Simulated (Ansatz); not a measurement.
Consider the redistribution: `C=NBC[SiH3]` + `B[SiH2]F` → `C=NBF` + `B[SiH2]C[SiH3]`.

Program: Ansatz. Geometries: PBE0-D4/def2-TZVP. ΔE: electronic, gas phase. CCSD(T)/CBS adds triple-zeta CCSD(T) − MP2 to the extrapolated MP2 energy (def2 sets, frozen cores). DFT in def2-TZVPP. B3LYP here is the variant with VWN-RPA as its local correlation; programs differ in this. Each species was taken in one conformer, which may not be the lowest.

(1) Is it downhill or uphill in electronic energy at CCSD(T)/CBS, and by how much? (Best estimate.)

(2) What do these levels give: PBE-D4, r2SCAN-D4, B3LYP-D4, ωB97X-V, ωB97M-V, PBE0, B3LYP, MP2/def2-TZVPP, MP2/def2-QZVPP, HF/CBS(def2), MP2/CBS(def2), CCSD/CBS(def2)? (Estimate.)

Largest T1 diagnostic among the species: 0.014.

Answers

(1) Ansatz gave: Uphill: ΔE = +4.6 kcal/mol.

(2) The calculation gave: PBE-D4 3.8, r2SCAN-D4 4.5, B3LYP-D4 4.2, ωB97X-V 3.6, ωB97M-V 3.6, PBE0 3.5, B3LYP 4.7, MP2/def2-TZVPP 4.3, MP2/def2-QZVPP 4.9, HF/CBS(def2) 4.0, MP2/CBS(def2) 5.2, CCSD/CBS(def2) 4.6 kcal/mol.
